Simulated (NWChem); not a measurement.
# CH₉ClSi₄; SMILES Cl[Si@H]1[SiH2]C[SiH2][SiH2]1

```xyz
15

Cl     0.1868     2.3388    -0.8817
Si     0.1529     1.1304     0.8349
Si    -1.7930    -0.1690     0.6201
C     -1.3159    -1.2529    -0.8572
Si     0.3481    -2.1292    -0.5968
Si     1.7565    -0.5590     0.4869
H      0.3098     2.0072     2.0323
H     -1.9793    -1.0100     1.8471
H     -3.0376     0.6227     0.3771
H     -2.1043    -1.9879    -1.0900
H     -1.2180    -0.5840    -1.7306
H      0.1589    -3.3061     0.3097
H      0.9150    -2.6198    -1.8916
H      2.9073    -0.0844    -0.3404
H      2.2653    -1.1043     1.7856
```
Atoms are numbered in this order, from 1.

All runs: NWChem. Medium grid unless said otherwise, to which SCAN and Minnesota functionals are sensitive. The geometry was optimised at PBE0/def2-SVP. No frequency run checked for a minimum. Total energies of different functionals are on different scales.

```
level             energy (Ha)  highest occupied level (eV)  orbital gap (eV)  dipole (D)
----------------  -----------  ---------------------------  ----------------  ----------
B3LYP/def2-TZVP    -1661.9177                        -7.16              5.86        1.29
PBE/def2-TZVP      -1660.9667                        -6.32              4.32        1.23
B3PW91/def2-TZVP   -1661.6548                        -7.20              5.84        1.31
TPSSh/def2-TZVP    -1661.9234                        -6.84              5.29        1.29
M06/def2-TZVP      -1661.7226                        -7.26              6.13        1.31
PW91/def2-TZVP     -1661.7231                          ___              4.33        1.23
BLYP/def2-TZVP     -1661.7558                        -6.16              4.38        1.21
```

Problem. What belongs in the gaps?

Solution. 
- PW91/def2-TZVP, highest occupied level (eV): -6.37
